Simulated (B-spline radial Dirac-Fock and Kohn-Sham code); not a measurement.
**Dipole and non-dipole photoemission parameters of Fe⁵⁺ 3p3/2**

System: the Fe⁵⁺ ion in the configuration [Ar] 3d3; threshold 151.5 eV (orbital energy of the model). Calculated with a radial finite-basis atomic code, using Dirac-Hartree-Slater photoionisation with a Latter tail; cross sections with all multipoles, angular parameters from the dipole term and its interference with E2.

For linearly polarised light dσ/dΩ = σ/(4π) [1 + β P₂(cos θ) + (δ + γ cos²θ) sin θ cos φ], with θ from the polarisation vector and φ the angle between the beam and the projection of the electron momentum on the plane normal to the polarisation.

| hν (eV) | σ (kb) | β | γ | δ |
| --- | --- | --- | --- | --- |
| 200 | 727 | 1.168 | 0.107 | 0.008 |
| 282 | 497 | 1.484 | 0.007 | 0.000 |
| 300 | 458 | 1.517 | -0.004 | 0.000 |
| 308 | 442 | 1.529 | -0.008 | 0.001 |
| 322 | 415 | 1.547 | -0.014 | 0.001 |
| 400 | 292 | 1.606 | -0.020 | 0.002 |
| 433 | 254 | 1.617 | -0.014 | 0.002 |
| 532 | 173 | 1.632 | 0.018 | 0.004 |
| 582 | 145 | 1.632 | 0.038 | 0.005 |
| 600 | ? | ? | ? | ? |
| 680 | 105 | 1.626 | 0.081 | 0.006 |
| 800 | 74.2 | 1.611 | 0.135 | 0.008 |
| 1253.6 | 25.7 | 1.528 | 0.333 | 0.016 |
| 1840 | 9.56 | 1.418 | 0.531 | 0.028 |
| 2000 | 7.63 | 1.390 | 0.576 | 0.031 |
| 3240 | 1.94 | 1.206 | 0.842 | 0.060 |
| 4690 | 0.633 | 1.043 | 1.039 | 0.096 |
| 7070 | 0.170 | 0.851 | 1.236 | 0.153 |
| 7890 | 0.119 | 0.799 | 1.284 | 0.171 |
| 11100 | 0.0374 | 0.640 | 1.416 | 0.240 |
| 11200 | 0.0363 | 0.636 | 1.419 | 0.242 |
| 13200 | 0.0205 | 0.563 | 1.474 | 0.281 |

Q: Give the values at 600 eV.

A: σ = 136 kb, β = 1.631, γ = 0.046, δ = 0.005.
